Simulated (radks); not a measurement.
Spherical jellium clusters: N electrons in a uniform positive sphere of charge N and radius rs N^(1/3), rs = 5.53 bohr. Calculated with a radial shooting solver with Libxc functionals: non-relativistic Kohn-Sham, LDA (Slater exchange, Perdew-Wang correlation), spin-polarised, spherical densities. Levels are named by radial order and angular momentum (1s, 1p, 1d, 2s, ...), and open shells are averaged over m.

N = 9, configuration 1s2 1p6 1d(up 1, down 0). This is the lowest configuration that the search found. Occupied and some empty levels:

| level | occupation | eigenvalue (eV) | <r> (bohr) |
|---|---|---|---|
| 1s up | 1 | -3.2688 | 7.639 |
| 1s down | 1 | -3.1980 | 7.545 |
| 1p up | 3 | -2.6659 | 8.899 |
| 1p down | 3 | -2.5793 | 8.877 |
| 1d up | 1 | -1.8794 | 9.973 |
| 1d down | 0 | -1.7890 | 10.00 |
| 2s up | 0 | -1.4271 | 8.987 |
| 2s down | 0 | -1.3850 | 9.054 |
| 1f up | 0 | -0.98284 | 11.13 |
| 1f down | 0 | -0.89804 | 11.22 |
| 2p up | 0 | -0.63738 | 12.07 |
| 2p down | 0 | -0.59663 | 12.22 |

Energy (eV): total -15.4867, kinetic 8.8108, external -228.35, Hartree 113.74, exchange-correlation -24.656, background 114.97.

Electron density:

| r (bohr) | n(r) (e/bohr^3) |
|---|---|
| 0.823 | 0.0007721 |
| 2.20 | 0.0009744 |
| 3.57 | 0.001300 |
| 4.95 | 0.001634 |
| 6.32 | 0.001823 |
| 7.70 | 0.001726 |
| 9.07 | 0.001321 |
| 10.4 | 0.0007844 |
| 11.8 | 0.0003615 |
| 13.2 | 0.0001374 |
| 14.6 | 0.00004597 |
| 15.9 | 0.00001439 |
| 17.3 | 4.266e-06 |
